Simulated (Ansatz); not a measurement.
The cluster Cs₅⁺, relaxed as a singlet with RKS r2SCAN/def2-TZVP in Ansatz, starting from the GFN1-xTB geometry. Force threshold 0.02 eV/Å.

In the def2 sets Cs takes a core potential; there is no spin–orbit coupling. The restricted singlet is unstable towards broken spin symmetry in Hartree–Fock (as tested in another run); at r2SCAN/def2-TZVP this wasn't settled. Another isomer (triplet) lies 0.03 eV lower at r2SCAN/def2-TZVP; other spin states weren't run for this one.

Start:

Cartesian coordinates in Å:
```
Cs 2.779 -1.493 -4.701
Cs -0.781 0.561 3.532
Cs -4.687 2.001 2.474
Cs 3.354 -1.422 -0.469
Cs -0.665 0.353 -0.837
```

| step | energy (eV) | largest force component (eV/Å) | SCF passes |
| --- | --- | --- | --- |
| 1 | -2739.1286 | 0.450 | 18 |
| 2 | -2739.2261 | 0.399 | 23 |
| 3 | -2739.4934 | 0.233 | 21 |
| 4 | -2739.6296 | 0.096 | 21 |
| 5 | -2739.6635 | 0.010 | 22 |
| 6 | -2739.6639 | 0.007 | 22 |
| 7 | -2739.6646 | 0.006 | 22 |
| 8 | -2739.6670 | 0.015 | 22 |

Force components are those of the run's own axes.

End:

```csv
atom,x (Å),y (Å),z (Å)
Cs1,2.669,-1.468,-5.197
Cs2,-0.707,0.585,4.254
Cs3,-5.113,2.170,2.316
Cs4,3.999,-1.681,-0.290
Cs5,-0.849,0.394,-1.083
```

By distances, no bond broke or formed. The bond that changes most is Cs2–Cs5, from 4.38 to 5.34 Å (atoms count from 1).

The force fell under the threshold at step 5, but the optimiser went on and released 0.003 eV more. No frequencies were taken in this run, so the end may be a saddle point.

It took 38 s on 4 threads of Arm Neoverse V2 on a shared host.
